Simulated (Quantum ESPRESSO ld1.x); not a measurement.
Problem. Hg I, configuration [Kr] 4d10 4f14 5s2 5p5 5d10 6s2 7s1 (not the ground configuration). Calculated with ld1.x of Quantum ESPRESSO 7.5: scalar-relativistic Kohn-Sham, LDA (Slater exchange, Perdew-Zunger correlation), spin-polarised, spherical densities, point nucleus; open shells are filled with parallel spins first. Some entries of the table are withheld. Estimate them.

| orbital | occ. | eigenvalue (eV) | <1/r> (bohr^-1) |
|---|---|---|---|
| 1s up | 1 | -83134.4 | 97.59 |
| 1s down | 1 | -83134.3 | 97.59 |
| 2s up | 1 | -14745.0 | 22.89 |
| 2s down | 1 | -14744.9 | 22.89 |
| 2p up | 3 | -12719.8 | 20.28 |
| 2p down | 3 | -12719.7 | 20.28 |
| 3s up | 1 | -3507.53 | 8.482 |
| 3s down | 1 | -3507.42 | 8.482 |
| 3p up | 3 | -2922.59 | 7.717 |
| 3p down | 3 | -2922.48 | 7.717 |
| 3d up | 5 | -2306.62 | 7.258 |
| 3d down | 5 | -2306.50 | 7.258 |
| 4s up | 1 | -779.570 | 3.644 |
| 4s down | 1 | -779.386 | 3.644 |
| 4p up | 3 | -587.764 | 3.284 |
| 4p down | 3 | -587.564 | 3.285 |
| 4d up | 5 | -360.286 | 2.947 |
| 4d down | 5 | -360.053 | 2.948 |
| 5s up | 1 | -129.443 | 1.517 |
| 5s down | 1 | -128.566 | 1.517 |
| 4f up | 7 | -107.875 | 2.536 |
| 4f down | 7 | -107.577 | 2.538 |
| 5p up | 3 | -77.1174 | 1.295 |
| 5p down | 2 | -76.2679 | 1.294 |
| 5d up | 5 | -18.7968 | 0.9328 |
| 5d down | 5 | -18.2029 | 0.9261 |
| 6s up | 1 | -12.5105 | 0.5238 |
| 6s down | 1 | -12.3864 | 0.5227 |
| 6p up | 0 | -4.7739 | 0.3644 |
| 6p down | 0 | -4.6091 | 0.3706 |
| 7s up | 1 | -1.7729 | 0.1651 |
| 7s down | 0 | -1.3216 | 0.1598 |
| 6d up | 0 | (1) | 0.1329 |
| 6d down | 0 | (2) | 0.1143 |

Solution. 
(1) 6d up eigenvalue (eV): -0.5061
(2) 6d down eigenvalue (eV): -0.1700
